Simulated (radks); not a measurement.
Values are calculated unless marked as measured or tabulated.
All-electron atom: Nd II in [Xe] 4f4 6s1. Code: a radial shooting solver on a logarithmic mesh with Libxc functionals. Model: scalar-relativistic Kohn-Sham, LDA (Slater exchange, Perdew-Wang correlation), spin-polarised, spherical densities, finite nucleus; open shells are filled with parallel spins first (spin-orbit coupling, left out, can overturn this in heavy ions); Fermi nuclear charge, rms radius 4.9123 fm.

Normalised radial functions P(r) = r R(r), r in bohr:

```
   r/bohr * 5s down, o 5p down, + 4f down (the largest magnitude, 0.972, reaches the edge; | marks zero, & curves that meet)
  0.00285                             & *
 0.003862                             &  *
 0.005276                             &  *
  0.00715                             +o  *
 0.009691                             +o  *
  0.01324                             + o *
  0.01794                             + o*
  0.02432                             +*  o
  0.03296                            *+    o
  0.04502                         *   +     o
  0.06102                      *      +    o
   0.0827                       *     |+ o
    0.113                           o * +
   0.1531                      o      |   +  *
   0.2075                     o       |       + *
   0.2812                           o |  *         +
   0.3842                   *         |       o           +
   0.5207               *             |           o            +
   0.7057                            *|   o                     +
   0.9641                 o           |                 *    +
    1.307      o                      |                 +        *
    1.771      o                      |            +       *
      2.4              o              |       + *
    3.279                       o     |  *+
    4.443                           o * +
    6.022                             &+
    8.227                             &
    11.15                             &
```

5s down: eigenvalue -45.431 eV, 4 radial nodes at r = 0.0290, 0.115, 0.302, 0.719 bohr, <r> = 1.48 bohr, 90 % of the charge inside 2.13 bohr. 5p down: eigenvalue -27.224 eV, 3 radial nodes at r = 0.102, 0.303, 0.771 bohr, <r> = 1.74 bohr, 90 % of the charge inside 2.55 bohr. 4f down (empty): eigenvalue -6.275 eV, 0 radial nodes, <r> = 1.15 bohr, 90 % of the charge inside 2.08 bohr.
